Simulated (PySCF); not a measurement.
Vertical excitations of a molecule C2H8OSn from TDA-LC-ωPBE/def2-SVPD (PySCF 2.14.0), as energy in eV (oscillator strength): 6.18 (0.004), 7.27 (0.129), 7.44 (0.053), 7.91 (0.000), 8.06 (0.000), 8.09 (0.018), 8.22 (0.021), 8.57 (0.194), 8.61 (0.008), 8.81 (0.010). Lowest triplet (TDA): 5.64 eV. Coordinates come from a PBE-D3(BJ)/def2-SVP optimisation. The def2 effective core potentials stand for the cores of Sn; spin–orbit coupling is left out. One conformer was computed; it need not be the lowest.

### Question
Which structure fits?
(A) CC[O][SnH3]
(B) C[CH2][SnH2][OH]
(C) [CH3][SnH]([CH3])[OH]
(D) C[O][SnH2][CH3]

### Answer
A, CC[O][SnH3]
